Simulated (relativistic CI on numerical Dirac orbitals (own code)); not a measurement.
**How well does a small relativistic CI reproduce Br⁺?**

Method of calculation: Dirac-Coulomb-Breit CI, KLI orbitals optimised for each configuration, model QED, valence Slater integrals scaled by 0.85, P86 correlation energy added to each configuration (own radial code, finite nucleus).

Configuration list (outside the closed core [Ar] 3d10): 4s2 4p4, 4s2 4p3 5s, 4s 4p5, 4s2 4p3 4d, 4s2 4p3 5p, 4p6, 4s2 4p3 6s, 4s 4p4 4d, 4s2 4p3 5d, 4s2 4p3 6p, 4s2 4p3 4f, 4s2 4p3 7s, 4s2 4p3 6d, 4s2 4p3 7p, 4s2 4p3 5f, 4s2 4p3 5g, 4s2 4p3 7d, 4s2 4p2 4d2, 4s2 4p 4d2 5s, 4s2 4p 4d3, 4s2 4p 4d2 5p, 4s2 4p 4d2 6s, 4s 4p2 4d3. Double excitations out of closed p, d and f shells are left out; levels of such configurations are missing from the list, as are those of other unlisted configurations, and high levels can miss mixing partners. These lack a partner that the ground configuration has and come out too high: 4s2 4p3 5d, 4s2 4p3 6p, 4s2 4p3 4f, 4s2 4p3 7s, 4s2 4p3 6d.

```
Configuration  Term (tabulated)  J  Measured (cm⁻¹)  Computed  Error  Purity (%)
      4s2 4p4                3P  2              0.0         0      0          96
      4s2 4p4                3P  1           3136.5      3052    -85          98
      4s2 4p4                3P  0           3837.4      3695   -142          95
      4s2 4p4                1D  2          12089.1     12559    470          96
      4s2 4p4                1S  0          27867.1     25547  -2321          93
   4s2 4p3 5s               5S°  2          93921.4     98378   4456          98
       4s 4p5               3P°  2          96433.3    102205   5772          63
   4s2 4p3 5s               3S°  1          98470.1    103322   4852          95
       4s 4p5               3P°  1          98801.1    104481   5680          59
       4s 4p5               3P°  0         100236.2    105814   5578          57
   4s2 4p3 4d               5D°  3         104038.6    108416   4378          97
   4s2 4p3 4d               5D°  2         104080.2    108496   4416          97
   4s2 4p3 4d             5D° †  4         104091.4    108422   4330          97
   4s2 4p3 4d             5D° †  1         104145.5    108609   4463          94
   4s2 4p3 4d               5D°  0         104200.0    108723   4523          88
   4s2 4p3 5s               3D°  1         109422.2    114855   5433          70
   4s2 4p3 5s               3D°  2         109676.5    115219   5543          71
   4s2 4p3 5s               3D°  3         110372.2    115945   5573          74
   4s2 4p3 4d               3D°  3         112454.5    118194   5740          72
   4s2 4p3 5s               1D°  2         112933.3    118700   5767          60
   4s2 4p3 5p                5P  1         114676.8    118090   3413          97
   4s2 4p3 5p                5P  2         114812.0    118227   3415          96
   4s2 4p3 5p                5P  3         115170.0    118541   3371          98
   4s2 4p3 5p                3P  1         117555.2    121169   3613          96
   4s2 4p3 5p                3P  2         117761.1    121356   3595          95
   4s2 4p3 5p                3P  0         117828.4    121403   3574          99
```

Measured levels from NIST Handbook of Basic Atomic Spectroscopic Data (Sansonetti and Martin, J. Phys. Chem. Ref. Data 34, 1559 (2005)); pairs were made by configuration, J and term (by order where the table uses no LS term), so strongly mixed levels may be paired wrongly.

Mean error by configuration (cm⁻¹): 4s2 4p4 -519; 4s2 4p3 5s 5271; 4s 4p5 5677; 4s2 4p3 4d 4764; 4s2 4p3 5p 3497. Over the excited levels the mean absolute error is 3987 cm⁻¹ (25 of the 28 excited levels that our extract of the source holds in range could be paired, and the others can miss by more), and the median relative error of those above 1,000 cm⁻¹ is 4.3 %. † marks terms whose computed intervals miss the measured ones by more than a factor of 2.5, or configurations far off the rest, from wrong mixing, a near crossing or a doubtful label or measurement; they are left out of the means.

Transition probabilities of persistent lines. The last column rescales the computed rate by the cube of measured over computed energy:

| λ measured (Å) | Lower | Upper | A tabulated (s⁻¹) | A computed | A rescaled |
| --- | --- | --- | --- | --- | --- |
| 4704.92 air | 4s2 4p3 5s 5S°_2 | 4s2 4p3 5p 5P_3 | 1.10e+08 | 1.17e+08 | 1.37e+08 |
| 4785.48 air | 4s2 4p3 5s 5S°_2 | 4s2 4p3 5p 5P_2 | 9.40e+07 | 1.11e+08 | 1.29e+08 |
| 4816.68 air | 4s2 4p3 5s 5S°_2 | 4s2 4p3 5p 5P_1 | 1.10e+08 | 1.09e+08 | 1.27e+08 |
